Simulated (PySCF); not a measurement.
Coordinates in bohr (charge 0 multiplicity 1):
```
Sn    0.0000    0.0000    0.0000
Cl    4.4035    0.0000    0.0000
Cl    0.0000    4.4035    0.0000
Cl   -4.4035    0.0000    0.0000
Cl    0.0000   -4.4035    0.0000
```

These are results of PBE0 in PySCF with Sn def2-TZVP with ECP28, Cl def2-TZVP; scalar-relativistic core potentials, no spin–orbit coupling; density-fitted integrals, not measurements.

This geometry of SnCl4 is a stationary point at this level.

**Question.** What is the point group?

**Answer.** D4h.

**Question.** Is it a minimum?

**Answer.** No: it has 1 imaginary mode, at 92i cm⁻¹ (b2u).

**Question.** List the harmonic modes with their infrared intensities.

**Answer.** 
```tsv
symmetry	ω (cm⁻¹)	IR (km/mol, summed over degenerate members)
b2u	92i	–
a2u	130	11.0
eu	161	27.4
b2g	184	0.0
b1g	295	0.0
a1g	350	0.0
eu	393	194
```

**Question.** Give the atomic charges and bond orders.

**Answer.** 
```tsv
atom	Mulliken	Löwdin	polar tensor	Mayer order to Sn1
Sn1	1.05	-0.33	2.01	–
Cl2,3,4,5	-0.26	0.08	-0.50	1.03
```

In D4h the vibrations span b2u + a2u + 2eu + b2g + b1g + a1g. The a1g, b1g, b2g, b2u modes carry no infrared intensity, as symmetry demands. With a centre of inversion only u modes can be infrared active and only g modes Raman active.

This need not be the most stable arrangement of these atoms. At this level a singlet minimum of Td symmetry lies 158 kJ/mol below this structure.
